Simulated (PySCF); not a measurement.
C5H11FS2Si.
Geometry (GFN2-xTB, Å), atoms numbered from 1 in this order:
```
atom  x, y, z in Å
C1    -2.4749   -0.4924   -1.0637
C2    -1.2970   -0.7414   -0.1322
C3    -0.4650    0.5229    0.1061
Si4    0.6385    1.0249   -1.3773
S5     2.1042   -0.5273   -1.6235
C6     2.7015   -0.5685    0.0977
S7     1.4917   -1.1009    1.3375
C8     0.3819    0.3557    1.3597
F9     1.1319    1.4877    1.5725
H10   -3.1245    0.2825   -0.6617
H11   -2.1345   -0.1792   -2.0470
H12   -3.0584   -1.4025   -1.1771
H13   -0.6649   -1.5294   -0.5474
H14   -1.6730   -1.1029    0.8302
H15   -1.1485    1.3525    0.3214
H16   -0.0850    1.0301   -2.6344
H17    1.3287    2.2742   -1.0746
H18    3.5035   -1.3010    0.1356
H19    3.0715    0.4153    0.3770
H20   -0.2329    0.2104    2.2563
```

NICS is the negative of the GIAO shielding at a point without a nucleus: at the ring centre (0) and 1 Å above and below it (1); zz is the component along the ring normal. Level: GIAO PBE0/pcSseg-1 (PySCF, non-relativistic, gas phase) on the GFN2-xTB geometry, one conformer.

Ring bond lengths (Å), with Mayer bond orders in brackets: C3–Si4 1.916 (0.83), Si4–S5 2.149 (0.96), S5–C6 1.822 (0.97), C6–S7 1.812 (0.97), S7–C8 1.831 (1.03), C8–C3 1.522 (0.99).

Problem. What do the NICS probes read (ppm)?

Solution. 
```csv
ring,type,NICS(0),"NICS(1), two faces","NICS(1)zz, two faces",rms pucker (Å),"centre to ring atoms, mean (Å)"
C3–Si4–S5–C6–S7–C8,6-membered ring with 2 S and Si; formal bonds all single,-1.7,-1.3 / -1.3,5.0 / 6.4,0.33,1.74
```

Problem. What can be read from them?

Solution. 
- C3–Si4–S5–C6–S7–C8: mean NICS(1)zz 5.7 ppm, deshielded. C3, Si4, C6, C8 have four or more neighbours, and the NICS criterion for π rings isn't applied.

Problem. At the first NICS(1) probe listed for ring C3–Si4–S5–C6–S7–C8, 1 Å off the ring, how large is the induced field along the normal in 9.4 T applied along it?

Solution. NICSzz × B0 = 5.0 ppm × 9.4 T = 47 μT, along the applied field.

Problem. List the ring angles and the Hirshfeld charges of the ring atoms.

Solution. 
- C3–Si4–S5–C6–S7–C8: C3 110.2° (-0.125 e), Si4 107.0° (+0.307 e), S5 97.6° (-0.099 e), C6 115.7° (-0.082 e), S7 100.3° (+0.003 e), C8 114.5° (+0.058 e); sum 645.3° against 720° for a flat convex ring.

Problem. What are the shieldings of the ring atoms and their hydrogens in the same run (means over atoms taken as equivalent)?

Solution. 
```tsv
atoms	environment	σ isotropic (ppm)	principal values of the symmetric part, first atom (ppm)
C3	sp3 carbon bound to silicon	155.8	123.9, 155.8, 187.8
Si4	SiH2 silicon	385.0	340.3, 393.8, 420.8
S5	sulfur bonded to C and Si	643.1	392.0, 654.9, 882.4
C6	sp3 carbon bound to sulfur	153.0	120.1, 165.0, 174.0
S7	sulfide sulfur	439.1	285.8, 458.4, 573.1
C8	sp3 C–F carbon	80.3	39.7, 71.7, 129.5
H15	methine hydrogen	30.67	26.1, 30.3, 35.7
H16	Si–H hydrogen	27.10	22.9, 25.6, 32.8
H17	Si–H hydrogen	26.31	22.8, 24.4, 31.7
H18	methylene hydrogen	28.39	21.1, 27.1, 37.0
H19	methylene hydrogen	26.97	21.4, 26.8, 32.7
H20	methine hydrogen	25.82	22.9, 24.9, 29.7
```

On an Arm Neoverse N1 with one thread, on a shared host, this took 99 s of wall time and 1.1 GiB of memory at its peak. This is the whole shielding run at PBE0/pcSseg-1, SCF included.
